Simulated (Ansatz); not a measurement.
`[OH][Al]([Cl])[Cl]` + `C=CCCF` → `C=C[CH2][Al]([Cl])[Cl]` + `OCF`  (formal exchange of groups at the Al–O bond)

Isolated molecules relaxed with PBE0-D4/def2-TZVP in Ansatz; ΔE leaves out vibrations. CBS: MP2 limit from def2 TZ/QZ plus the TZ coupled-cluster correction, frozen cores. Functionals use def2-TZVPP. B3LYP here is the variant with VWN-RPA as its local correlation; programs differ in this. HSE06 is defined as in plane-wave codes. One conformer a species, not always the lowest.

Question: Is it downhill or uphill in electronic energy at CCSD(T)/CBS, and by how much? (Estimate.)

Answer: The calculation gave: Uphill: ΔE = +35.8 kcal/mol.

Question: What do these levels give: B97M-V, PBE, r2SCAN, B3LYP, HSE06, CAM-B3LYP? (Best estimate.)

Answer: Ansatz gave: B97M-V 34.0, PBE 30.7, r2SCAN 32.3, B3LYP 36.2, HSE06 31.6, CAM-B3LYP 36.9 kcal/mol.

Question: What do rigid-rotor, harmonic-oscillator terms from PBE0-D4/def2-TZVP frequencies (298.15 K, 1 bar) make of the CCSD(T)/CBS value? (Estimate.)

Answer: The calculation gave: ΔZPE = -0.2 kcal/mol, ΔH = +35.8 kcal/mol, ΔS = -2 J/(mol·K), ΔG = +35.9 kcal/mol.

Largest T1 diagnostic among the species: 0.011.

From PBE to PBE0 (25 % exact exchange), in def2-TZVPP and without D4, ΔE moves by +1.1 kcal/mol. The D4 term adds −1.6 kcal/mol with B3LYP and −0.9 kcal/mol with PBE0; it sums over pairs of atoms, weighted by their polarisabilities, and B3LYP, whose exchange is more repulsive, gets the larger term.
